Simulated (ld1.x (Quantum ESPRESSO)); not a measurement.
# Transferability test, ultrasoft potential for tungsten (W)

W, ultrasoft, made with ld1.x (Quantum ESPRESSO) 7.5 (PBEsol, fully relativistic). Core [Xe] 4f14, reference 5d4 6s1.75 6p0 (charge +0.25). Waves: 6s (bound): rcut 2.70, rcutus 2.90 bohr; 6s channel at 2.2 Ry: rcut 2.70, rcutus 2.90 bohr; 6p (bound, empty): rcut 3.40, rcutus 3.90 bohr; 6p channel at 4.75 Ry: rcut 3.40, rcutus 3.90 bohr; 5d (bound): rcut 1.20, rcutus 1.65 bohr; 5d channel at 0.15 Ry: rcut 1.20, rcutus 1.65 bohr. Local part: all-electron potential smoothed inside 3.70 bohr (lloc = -1). Core correction: Bessel-smoothed model core, default radius (core density twice the valence density). Augmentation charge: PSQ, inside the norm-conserving radii.

Open shells are filled in proportion to 2j + 1 (rel_dist='average').

Energies are relative to the spin-unpolarised reference configuration 5d4 6s1.75 6p0; without spin polarisation the order of configurations can differ from experiment.

**Question.** Give the all-electron excitation energy and the error of the potential for: 5d4 6s2 6p0; 5d4 6s1 6p0; 5d4 6s0 6p0; 5d4 6s0 6p1; 5d4 6s1 6p1; 5d5 6s1 6p0; 5d2 6s0 6p0.

**Answer.**

```json
{"valence configuration": "5d4 6s2 6p0", "charge": "0", "ΔE all-electron (eV)": "-1.630", "error AE − PS (meV)": "-0.1"}
{"valence configuration": "5d4 6s1 6p0", "charge": "+1", "ΔE all-electron (eV)": "7.299", "error AE − PS (meV)": "-2.8"}
{"valence configuration": "5d4 6s0 6p0", "charge": "+2", "ΔE all-electron (eV)": "22.997", "error AE − PS (meV)": "-28"}
{"valence configuration": "5d4 6s0 6p1", "charge": "+1", "ΔE all-electron (eV)": "12.755", "error AE − PS (meV)": "+5.0"}
{"valence configuration": "5d4 6s1 6p1", "charge": "0", "ΔE all-electron (eV)": "2.876", "error AE − PS (meV)": "-1.0"}
{"valence configuration": "5d5 6s1 6p0", "charge": "0", "ΔE all-electron (eV)": "-0.093", "error AE − PS (meV)": "-30"}
{"valence configuration": "5d2 6s0 6p0", "charge": "+4", "ΔE all-electron (eV)": "85.594", "error AE − PS (meV)": "-709"}
```
